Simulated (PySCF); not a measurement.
C6H5ClSi (triplet state).
Structure used (PBE0-D3(BJ)/def2-SVP), in Å, numbered top down from 1:
```
atom  x, y, z in Å
Cl1    4.0289   -1.0600   -0.3214
Si2    2.7948    0.6058   -0.3826
C3     0.9786    0.3098   -0.1488
C4     0.0678    1.3830   -0.1517
C5    -1.2912    1.1491    0.0273
C6    -1.7661   -0.1511    0.2111
C7    -0.8684   -1.2195    0.2140
C8     0.4940   -0.9996    0.0361
H9     0.4213    2.4081   -0.2933
H10   -1.9878    1.9912    0.0242
H11   -2.8342   -0.3307    0.3522
H12   -1.2323   -2.2402    0.3570
H13    1.1860   -1.8451    0.0404
```

The hyperfine couplings belong to this conformer and change with its torsions.

The species is `Cl[Si]c1ccccc1` [triplet].

Computed with UKS B3LYP, IGLO-III on C Cl Si, pcH-1 on H, non-relativistic, mean-field spin-orbit, GIAO (PySCF). Isolated species at its PBE0-D3(BJ)/def2-SVP geometry (one conformer only). This triplet need not be the ground state; the singlet was not compared here. The SCF solution wasn't tested for stability.

(1) The isotropic 1H couplings, averaged over equivalent nuclei, are -4.3, +3.7, -2.1 MHz. Assign them to H9/H13; H10/H12; H11.

## Answers

(1) 
```csv
site,a_iso (MHz),ρ(0) (bohr⁻³),position,distance from Si2 (Å),bound to,spin population there,largest |T| (MHz)
H9/H13,-2.1,-0.0009,3 bonds from Si2,2.97,C4/C8,+0.11,2.7
H10/H12,+3.7,+0.0017,4 bonds from Si2,4.99,C5/C7,-0.06,1.2
H11,-4.3,-0.0019,"5 bonds from Si2, on C6 of spin population +0.13",5.75,C6,+0.13,3.1
```

ρ(0) is the spin density at the nucleus and T the dipolar tensor; a_iso includes a spin–orbit part; entries for several nuclei are means. Largest spin populations (Mulliken): Si2 (+1.64), Cl1 (+0.15), C8 (+0.13) and C6 (+0.13).

β density exceeds α density at some nuclei, such as H11 (-0.0019), spin density in bohr⁻³. In a single determinant that takes different orbitals for the two spins, that is spin polarisation.

Class means assume fast exchange of nuclei equivalent by connectivity; if that motion is slow, each nucleus keeps its own coupling. The 13C value of +6.9 MHz is a mean of couplings from 1.9 to 11.9 MHz in this one geometry, not an average over conformers.

Time: 2.7 min. Hardware: x86-64 server, one thread, no GPU, on a shared host.
